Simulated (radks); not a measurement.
The numbers below are computed, except where a source is named.
Ionisation of Te+, [Kr] 4d10 5s2 5p3, to Te2+, [Kr] 4d10 5s2 5p2, under several functionals. Scalar-relativistic Kohn-Sham, spin-polarised, spherical densities, finite nucleus; open shells are filled with parallel spins first (spin-orbit coupling, left out, can overturn this in heavy ions); a radial shooting solver on a logarithmic mesh with Libxc functionals.

| functional | E(Te+) (hartree) | Exc (hartree) | IE (eV) | -e(HOMO) (eV) | <r> HOMO (bohr) | IE error (eV) |
|---|---|---|---|---|---|---|
| r2SCAN | -6794.90454 | -175.92703 | 19.152 | 14.984 | 2.451 | +0.552 |
| AM05 | -6788.58480 | -169.89223 | 18.725 | 14.504 | 2.454 | +0.125 |
| LDA (Slater exchange, Perdew-Zunger correlation) | -6788.32488 | -169.62286 | 18.801 | 14.563 | 2.457 | +0.201 |
| PBE | -6793.97850 | -175.32427 | 18.738 | 14.531 | 2.462 | +0.138 |
| BLYP | -6794.62636 | -175.96661 | 18.442 | 14.196 | 2.465 | -0.158 |
| TASK exchange with Perdew-Wang LDA correlation | -6793.56386 | -174.41277 | 19.403 | 15.258 | 2.430 | +0.803 |
| XLYP | -6795.20293 | -176.54770 | 18.458 | 14.213 | 2.467 | -0.142 |
| PW91 | -6794.93748 | -176.29288 | 18.794 | 14.577 | 2.460 | +0.194 |
| SOGGA | -6790.69811 | -172.01614 | 18.691 | 14.480 | 2.458 | +0.091 |

NIST Atomic Spectra Database: 18.6 eV (measured). Closest: SOGGA. The Delta-SCF values span 0.96 eV, the total energies 6.88 hartree. The highest occupied level is 5p. Open shells are spherical and high-spin; term and fine-structure splittings are not resolved. Spin-orbit splitting is averaged out at the scalar-relativistic level.
